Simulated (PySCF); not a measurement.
These compounds are isomers of formula C₄H₁₅NOSi₃.

A. SMILES C/C(=C\N([SiH3])[SiH3])CO[SiH3]
B. SMILES [SiH2]1C[Si@@H](NC)C[Si@H](O)C1
C. SMILES CC(C)C(=O)[SiH2]N([SiH3])[SiH3]

Spectrum 1. 1H NMR (500 MHz, computed): δ 5.71 (m, 1H), 5.32 (m, 1H), 4.62 (m, 1H), 4.41 (m, 1H), 2.75 (s, 3H), 0.89 (br s, 1H), 0.73 (m, 1H), -0.14 (m, 1H), -0.14 (m, 1H), -0.18 (m, 1H), -0.22 (br s, 1H), -0.38 (m, 1H), -0.66 (m, 1H). 13C{1H} NMR (computed): δ 30.8 (CH3), 1.7 (CH2), -0.2 (CH2), -3.9 (CH2).

Spectrum 2. 1H NMR (500 MHz, computed): δ 5.17 (s, 2H), 4.87 (s, 6H), 2.60 (sept, 1H), 1.16 (d, 6H). 13C{1H} NMR (computed): δ 255.3 (C), 51.6 (CH), 18.4 (CH3).

Spectrum 3. 1H NMR (500 MHz, computed): δ 6.43 (s, 1H), 4.95 (s, 3H), 4.81 (s, 6H), 4.32 (s, 2H), 1.73 (s, 3H). 13C{1H} NMR (computed): δ 137.4 (CH), 126.1 (C), 71.6 (CH2), 15.7 (CH3).

One conformer, no solvent model, equivalent nuclei averaged, relativity neglected. σ from GIAO-PBE0/pcSseg-1; structure optimised with GFN2-xTB; PySCF 2.14.0 with density-fitted response routines.

Chemical shifts δ = σref − σ; 1H (σref 31.72) and 13C (σref 186.93) against TMS, all at this level. Where no couplings were computed, multiplicities follow the n + 1 count of equivalent neighbours, and m marks all less simple cases (inequivalent or close neighbours, rings, F or P nearby). Shifts are as computed. Against solution values, carbons near 30 ppm lie about +3 ppm off and those near 130 ppm about +5 ppm. Of 1211 compounds with measured shifts, 218 miss one by over three times the rms of a fit or turn the order of signals round; such compounds aren't used in these exercises. OH and NH positions are gas-phase values without hydrogen bonding to other molecules.

Question: Match each spectrum to its structure.

Answer: 1–B, 2–C, 3–A.

- Spectrum 1 (B): 4 13C signals; δC 30.8 is a methyl carbon bonded to N; δC 1.7 is an sp3 CH2 bonded to 2 Si.
- Spectrum 2 (C): 3 13C signals; δC 51.6 is an sp3 CH α to a carbonyl; δC 18.4 is a methyl carbon.
- Spectrum 3 (A): 4 13C signals; δC 137.4 is an alkene carbon bearing nitrogen; δC 71.6 is an allylic sp3 CH2 bonded to O.
